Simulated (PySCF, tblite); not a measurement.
Species: C7H15NSi.
Geometry (GFN2-xTB, Å), atoms numbered from 1 in this order:
```
atom  x, y, z in Å
C1     0.8970    2.3252    0.8577
C2    -0.1419    1.3619    0.4018
C3    -1.3105    1.6178   -0.1697
C4    -2.0791    0.3717   -0.4948
C5    -1.3204   -0.7205    0.2797
C6    -1.3395   -2.0853   -0.3905
C7     0.1011   -0.1315    0.4853
N8     1.0391   -0.5591   -0.5284
Si9    2.6776   -0.9733   -0.2579
H10    1.8492    2.1047    0.3770
H11    1.0422    2.2344    1.9344
H12    0.6083    3.3478    0.6270
H13   -1.7009    2.5961   -0.3973
H14   -3.1246    0.4414   -0.1911
H15   -2.0621    0.1808   -1.5723
H16   -1.7744   -0.8096    1.2717
H17   -0.7538   -2.7960    0.1874
H18   -0.9169   -2.0323   -1.3902
H19   -2.3616   -2.4516   -0.4637
H20    0.5157   -0.4298    1.4515
H21    0.7649   -0.2290   -1.4414
H22    3.5907    0.1509    0.0264
H23    3.0990   -1.6276   -1.4953
H24    2.6891   -1.8676    0.9003
```

Computed with PBE0/pcSseg-1 in PySCF (dipole) on a GFN2-xTB geometry, gas phase.

Take the most abundant isotopes and a rigid rotor. The values belong to one conformer with, in the numbering `[CH3:1][C:2]1=[CH:3][CH2:4][C@@H:5]([CH3:6])[C@H:7]1[NH:8][SiH3:9]`, C5–C7–N8–Si9 -141°, C2–C3–C4–C5 13°, C3–C4–C5–C6 -148°, C4–C5–C7–N8 -95°, C1–C2–C7–C5 166°.

Question: Give the principal moments of inertia and the rotational constants in cm⁻¹.

Answer: Ia = 292.64, Ib = 442.72, Ic = 672.51 u·Å²; 505379 MHz·u·Å²/I gives 1727, 1142 and 751.5 MHz, that is A = 0.05761, B = 0.03808, C = 0.02507 cm⁻¹.

Question: Classify the top.

Answer: An asymmetric top: κ = (2 × 1142 − 1727 − 751.5)/(1727 − 751.5) = -0.20.

Question: Is it planar, by Δ = Ic − Ia − Ib?

Answer: Not planar: Δ = Ic − Ia − Ib = -62.86 u·Å². For a rigid frame Δ = −2 Σ m c², so Σ m c² = 31.43 u·Å² lies off the ab plane: 15.79 from hydrogen and 15.64 from heavier atoms. The atom farthest from that plane is 1.51 Å away.

Question: Give the other two planar moments, Paa and Pbb, and the rms extents of the mass along the axes.

Answer: Paa = Σ m a² = (Ib + Ic − Ia)/2 = 411.30 and Pbb = Σ m b² = (Ia + Ic − Ib)/2 = 261.21 u·Å². With the mass M = 141.10 u, the rms extents √(P/M) along a, b and c are 1.71, 1.36, 0.47 Å.

Question: List the rotational levels J(Ka,Kc) to J = 5 (cm⁻¹).

Answer: Above 0(0,0):
J = 1: 1(0,1) 0.0631, 1(1,1) 0.0827, 1(1,0) 0.0957
J = 2: 2(0,2) 0.1848, 2(1,2) 0.1960, 2(1,1) 0.2350, 2(2,1) 0.2936, 2(2,0) 0.2982
J = 3: 3(0,3) 0.3585, 3(1,3) 0.3633, 3(1,2) 0.4403, 3(2,2) 0.4830, 3(2,1) 0.5034, 3(3,1) 0.6157, 3(3,0) 0.6168
J = 4: 4(0,4) 0.5813, 4(1,4) 0.5830, 4(1,3) 0.7059, 4(2,3) 0.7318, 4(2,2) 0.7818, 4(3,2) 0.8752, 4(3,1) 0.8824, 4(4,1) 1.0517, 4(4,0) 1.0520
J = 5: 5(0,5) 0.8532, 5(1,5) 0.8538, 5(1,4) 1.0245, 5(2,4) 1.0373, 5(2,3) 1.1293, 5(3,3) 1.1987, 5(3,2) 1.2231, 5(4,2) 1.3777, 5(4,1) 1.3796, 5(5,1) 1.6026, 5(5,0) 1.6027
The levels of one J sum to (2J + 1)J(J + 1)(A + B + C)/3.

Question: Predict some low-J microwave lines.

Answer: The dipole components are |μa| = 0.68 D, |μb| = 0.37 D, |μc| = 0.25 D. Intensities carry the squares of the components, which stand as 1.00 : 0.30 : 0.13 (a : b : c). Some lines, for components of 0.1 D or more:

```
type  branch         J(Ka,Kc)   MHz  lower level (cm⁻¹)
   c       Q  2(1,2) ← 2(0,2)   335               0.185
   a       Q  1(1,0) ← 1(1,1)   390               0.083
   c       Q  1(1,1) ← 1(0,1)   585               0.063
   b       Q  1(1,0) ← 1(0,1)   975               0.063
   a       Q  2(1,1) ← 2(1,2)  1170               0.196
   b       Q  2(1,1) ← 2(0,2)  1505               0.185
   c       Q  2(2,1) ← 2(1,1)  1756               0.235
   a       R  1(0,1) ← 0(0,0)  1893               0.000
   b       Q  2(2,0) ← 2(1,1)  1896               0.235
   b       R  1(1,1) ← 0(0,0)  2478               0.000
   c       R  1(1,0) ← 0(0,0)  2868               0.000
   b       Q  2(2,1) ← 2(1,2)  2926               0.196
   b       R  2(0,2) ← 1(1,1)  3061               0.083
   a       R  2(1,2) ← 1(1,1)  3396               0.083
   a       R  2(0,2) ← 1(0,1)  3646               0.063
   b       R  2(1,2) ← 1(0,1)  3981               0.063
   a       R  2(1,1) ← 1(1,0)  4176               0.096
   c       R  2(1,1) ← 1(0,1)  5152               0.063
   b       R  2(2,1) ← 1(1,0)  5932               0.096
   c       R  2(2,0) ← 1(1,0)  6072               0.096
   c       R  2(2,1) ← 1(1,1)  6322               0.083
   b       R  2(2,0) ← 1(1,1)  6462               0.083
```

Question: Estimate the classical rotational partition function at 10 K, 50 K and 298.15 K.

Answer: Point group C1, symmetry number σ = 1; q = (√π/σ)·√((kT/h)³/(ABC)), k/h = 20836.6 MHz/K: 4380 at 10 K, 49000 at 50 K, 713000 at 298.15 K.

Its GFN2-xTB frequencies are all real (lowest 49 cm⁻¹). No vibrational averaging or centrifugal distortion is included, and the geometry carries the error of its method. A rigid rotor knows nothing of inversion at nitrogen or internal rotation, which can split or shift real lines. Quadrupole hyperfine structure (14N) is left out.

On one thread, Arm Neoverse V2 (aarch64) (shared host), this took 43 s of wall time and 1.1 GiB of memory at its peak. This is the PBE0/pcSseg-1 job that gave the dipole, with the shieldings it also computed.
